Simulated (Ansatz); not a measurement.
Calculated with Ansatz (gas phase, PBE0-D4/def2-TZVP geometries, no zero-point term in ΔE). CCSD(T)/CBS adds triple-zeta CCSD(T) − MP2 to the extrapolated MP2 energy (def2 sets, frozen cores). This one scheme is used for every species. DFT in def2-TZVPP. B3LYP here is the variant with VWN-RPA as its local correlation; programs differ in this. def2 core potentials past Kr. For I outer-core shells are correlated without core-valence functions, which leaves a few kJ/mol of doubt a bond. One conformer a species, not always the lowest.

`BBCBI` + H₂O → `BBO` + `CBI`  (formal hydrolysis of a B–C bond)

`BBCBI`:

```xyz
11

B     1.622   -1.287    0.176
B     0.594   -0.233   -0.544
C    -0.156    0.917    0.233
B    -1.641    0.720   -0.117
I    -2.982   -0.194    1.256
H     2.799   -1.076    0.268
H     1.231   -2.321    0.644
H     0.379   -0.326   -1.726
H     0.177    1.821   -0.305
H     0.083    0.981    1.293
H    -2.106    0.999   -1.177
```

H₂O:

Z-matrix (Å, degrees):
```
O
H 1 0.960
H 1 0.960 2 105.1
```

`BBO`:

Z-matrix (Å, degrees):
```
B
B 1 1.671
H 1 1.200 2 122.0
H 1 1.200 2 122.0 3 -174.5
O 2 1.357 1 123.3 3 -92.7
H 2 1.214 1 118.1 3 87.3
H 5 0.960 2 113.4 1 -180.0
```

`CBI`:

Z-matrix (Å, degrees):
```
C
B 1 1.545
H 1 1.098 2 108.6
H 1 1.089 2 115.8 3 -122.9
H 1 1.097 2 109.0 3 113.6
I 2 2.124 1 122.2 3 121.7
H 2 1.192 1 123.2 3 -58.1
```

| level | ΔE (kJ/mol) |
| --- | --- |
| B3LYP-D4 | -110.4 |
| r2SCANh-D4 | -104.9 |
| PBE | -105.6 |
| CAM-B3LYP | -120.8 |
| HF/def2-SVP | -140.8 |
| CCSD(T)/def2-SVP | -132.2 |
| HF/def2-TZVPP | -128.0 |
| CCSD(T)/def2-TZVPP | -107.3 |

Problem. What does CCSD(T)/CBS give? (An estimate is asked.)

Solution. Computed: -102.0 kJ/mol. The listed levels differ from it by -8.4, -2.9, -3.6, -18.8, -38.8, -30.2, -26.0, -5.3 kJ/mol.

Largest T1 diagnostic among the species: 0.013.

At CCSD(T), def2-SVP lies −30.2 kJ/mol from the extrapolated value and def2-TZVPP −5.3 kJ/mol. In def2-TZVPP, CCSD(T) changes the Hartree–Fock value by +20.7 kJ/mol (the triples alone add +2.6 kJ/mol) and MP2 by +23.8 kJ/mol. Leaving LDA and LC-ωPBE aside and taking each functional with its dispersion term where it has one, the values, not all of them listed here, spread over 18.3 kJ/mol, from CAM-B3LYP-D4 to revPBE-D4.
